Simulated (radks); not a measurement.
Results of a calculation; reference values are marked as such.
Question: The mean radii <r> (bohr) of the occupied orbitals of an atom or ion are listed with their occupations. Code: a radial shooting solver on a logarithmic mesh with Libxc functionals. Model: scalar-relativistic Kohn-Sham, r2SCAN, spin-polarised, spherical densities, finite nucleus; meta-GGA in the generalised Kohn-Sham scheme; Fermi nuclear charge, rms radius of each element as measured or else 0.836 A^(1/3) + 0.57 fm.

orbital  occ.      <r>
1s down     1  0.01744
1s up       1  0.01744
2s up       1  0.07360
2s down     1  0.07360
2p up       3  0.06624
2p down     3  0.06624
3s up       1   0.1903
3s down     1   0.1903
3p up       3   0.1912
3p down     3   0.1912
3d up       5   0.1733
3d down     5   0.1733
4s up       1   0.4233
4s down     1   0.4233
4p up       3   0.4502
4p down     3   0.4502
4d up       5   0.4783
4d down     5   0.4783
5s up       1   0.9855
5s down     1   0.9820
4f up       7   0.5360
4f down     7   0.5348
5p up       3    1.144
5p down     3    1.138
5d up       5    1.700
5d down     3    1.728

Name the element and its charge. Open shells, if any, are filled with parallel spins first.

Answer: Z = 77, iridium, charge +1: Ir+ in [Xe] 4f14 5d8. The 1s radius gives Z: for a bare nucleus <r> = (2 gamma + 1)/(2Z) with gamma = sqrt(1 - (Z/c)^2), 0.01724 bohr for Z = 77, and screening makes it slightly larger (0.01744 here). The occupations add up to 76, and the charge is Z minus that.
